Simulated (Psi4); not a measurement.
Relaxed torsion scan: C3H8OSi, SMILES CO/C=C\[SiH3]. Scanned: dihedral C1–O2–C3–C4; all other coordinates were relaxed at GFN2-xTB. Points at φ and −φ are mirror images. Heavy atoms are numbered in the order of the SMILES CO/C=C\[SiH3], hydrogens after them in the order of the atoms that carry them; the mirror image has the same energies with the sign of each dihedral reversed.

PBE/def2-TZVP // GFN2-xTB (Psi4); PBE-D3(BJ)/def2-TZVP // GFN2-xTB (Psi4); PBE0-D3(BJ)/def2-TZVP // GFN2-xTB (Psi4); MP2/cc-pVTZ = DF-MP2 (frozen core)/cc-pVTZ // GFN2-xTB (Psi4 1.11).

Energies relative to the lowest point of each profile, in eV; the last columns give the difference from MP2:

| φ / ° | PBE/def2-TZVP | PBE-D3(BJ)/def2-TZVP | PBE0-D3(BJ)/def2-TZVP | MP2/cc-pVTZ | PBE/def2-TZVP − MP2/cc-pVTZ | PBE-D3(BJ)/def2-TZVP − MP2/cc-pVTZ | PBE0-D3(BJ)/def2-TZVP − MP2/cc-pVTZ |
|---|---|---|---|---|---|---|---|
| -160 | 0.009 | 0.008 | 0.007 | 0.005 | 0.004 | 0.002 | 0.001 |
| -140 | 0.051 | 0.046 | 0.041 | 0.033 | 0.018 | 0.013 | 0.008 |
| -120 | 0.129 | 0.117 | 0.105 | 0.086 | 0.042 | 0.031 | 0.018 |
| -100 | 0.220 | 0.201 | 0.182 | 0.157 | 0.062 | 0.044 | 0.025 |
| -80 | 0.269 | 0.247 | 0.229 | 0.221 | 0.047 | 0.025 | 0.008 |
| -60 | 0.239 | 0.216 | 0.213 | 0.225 | 0.014 | -0.009 | -0.012 |
| -40 | 0.157 | 0.131 | 0.134 | 0.156 | 0.001 | -0.025 | -0.022 |
| -20 | 0.080 | 0.052 | 0.059 | 0.086 | -0.006 | -0.034 | -0.027 |
| 0 | 0.054 | 0.027 | 0.033 | 0.062 | -0.008 | -0.035 | -0.029 |
| 20 | 0.080 | 0.052 | 0.059 | 0.086 | -0.006 | -0.034 | -0.027 |
| 40 | 0.157 | 0.131 | 0.134 | 0.156 | 0.001 | -0.025 | -0.022 |
| 60 | 0.239 | 0.216 | 0.213 | 0.225 | 0.014 | -0.009 | -0.012 |
| 80 | 0.269 | 0.247 | 0.229 | 0.221 | 0.047 | 0.025 | 0.008 |
| 100 | 0.220 | 0.201 | 0.182 | 0.157 | 0.062 | 0.044 | 0.025 |
| 120 | 0.129 | 0.117 | 0.105 | 0.086 | 0.042 | 0.031 | 0.018 |
| 140 | 0.051 | 0.046 | 0.041 | 0.033 | 0.018 | 0.013 | 0.008 |
| 160 | 0.009 | 0.008 | 0.007 | 0.005 | 0.004 | 0.002 | 0.001 |
| 180 | 0.000 | 0.000 | 0.000 | 0.000 | 0.000 | 0.000 | 0.000 |

PBE/def2-TZVP is furthest from MP2/cc-pVTZ at -100 (0.062 eV, above); its mean absolute difference over the points is 0.022 eV.

PBE-D3(BJ)/def2-TZVP is furthest from MP2/cc-pVTZ at -100 (0.044 eV, above); its mean absolute difference over the points is 0.022 eV.

PBE0-D3(BJ)/def2-TZVP is furthest from MP2/cc-pVTZ at 0 (-0.029 eV, below); its mean absolute difference over the points is 0.015 eV.
